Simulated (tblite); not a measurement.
Problem. Write Cartesian coordinates for `CSCC(=O)C(F)(F)F` as optimised with GFN2-xTB.

Solution. 
```xyz
14
C4H5F3OS angstrom
C      2.1834   -0.4416    0.2605
S      0.9813    0.6663    1.0330
C     -0.0270    1.1072   -0.4392
C     -0.7671   -0.1800   -0.4898
O     -0.4152   -1.1550   -1.1081
C     -1.9968   -0.2862    0.4519
F     -1.8247   -1.2205    1.3920
F     -3.0846   -0.6238   -0.2522
F     -2.2872    0.8608    1.0825
H      2.7573   -0.8848    1.0673
H      2.8349    0.1271   -0.3963
H      1.6556   -1.2188   -0.2908
H     -0.6237    1.9785   -0.1906
H      0.6131    1.2704   -1.3023
```

Any rigid rotation of these coordinates is as good. Atoms count from 1 in this order. The C–C distances run from 1.486 Å (C3–C4, drawn single) to 1.552 Å (C4–C6, drawn single), a spread of 0.066 Å. The 2 C–S bonds span 1.808 Å (C1–S2, drawn single) to 1.838 Å (S2–C3, drawn single), a spread of 0.030 Å. Of the pairs four or more bonds apart, O5···H12 is among the closest relative to their van der Waals radii: 2.23 Å, 82 % of the sum of Bondi's values.

Bonds between heavy atoms (Å): C1–S2 1.808, S2–C3 1.838, C3–C4 1.486, C4=O5 1.207, C4–C6 1.552, C6–F7 1.337, C6–F8 1.339, C6–F9 1.341.

Structure optimised with GFN2-xTB, isolated species.

Point group: C1 (no symmetry element, even within 0.4 Å). Its GFN2-xTB frequencies are all real (lowest 24 cm⁻¹). The numbers are those of one conformer (C1–S2–C3–C4 76°, S2–C3–C4–O5 -90°).

The numbers are calculated, not measured.
